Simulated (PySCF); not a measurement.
TPSSh on W (tungsten, neutral), [Xe] 4f14 5d3 6s2 6p1, one real determinant (an excited configuration). All numbers are calculated (PySCF 2.14, scalar relativity through the core potential, in aug-cc-pVQZ-PP with ECP60MDF).

```
cycle= 1 E= -67.1167694750519  delta_E= -0.0125  |g|= 0.0406  |ddm|= 0.44
cycle= 2 E= -67.122671451027  delta_E= -0.0059  |g|= 0.021  |ddm|= 0.248
cycle= 3 E= -67.1250188498131  delta_E= -0.00235  |g|= 0.0233  |ddm|= 0.166
cycle= 4 E= -67.1254967900848  delta_E= -0.000478  |g|= 0.0165  |ddm|= 0.0407
cycle= 5 E= -67.1261151322662  delta_E= -0.000618  |g|= 0.00121  |ddm|= 0.129
cycle= 6 E= -67.1261176706632  delta_E= -2.54e-06  |g|= 0.000663  |ddm|= 0.00807
cycle= 7 E= -67.1261206021759  delta_E= -2.93e-06  |g|= 0.000341  |ddm|= 0.00994
cycle= 8 E= -67.1261211384942  delta_E= -5.36e-07  |g|= 0.000156  |ddm|= 0.00417
cycle= 9 E= -67.1261212389026  delta_E= -1e-07  |g|= 1.93e-05  |ddm|= 0.0019
cycle= 10 E= -67.1261212395616  delta_E= -6.59e-10  |g|= 1.22e-06  |ddm|= 0.000109
converged SCF energy = -67.1261212395616  <S^2> = 6.5967225  2S+1 = 5.2332485
```

Highest occupied orbital energy: -2.994 eV; ⟨L²⟩ = 15.46; populations by l: s 3.61, p 7.00, d 3.39, f 0.00.

(1) Can this result be used?

Answers

(1) Not for this state. Self-consistency was reached. ⟨L²⟩ = 15.46 against 20 for a pure G term, so this real determinant mixes terms. Energies and moments cover only the electrons outside the core potential. Spin-orbit coupling, absent here, splits the open shell strongly. ⟨S²⟩ = 6.60 against 6.00 shows spin contamination. The s, p, d and f populations moved away from the nominal configuration during the SCF.
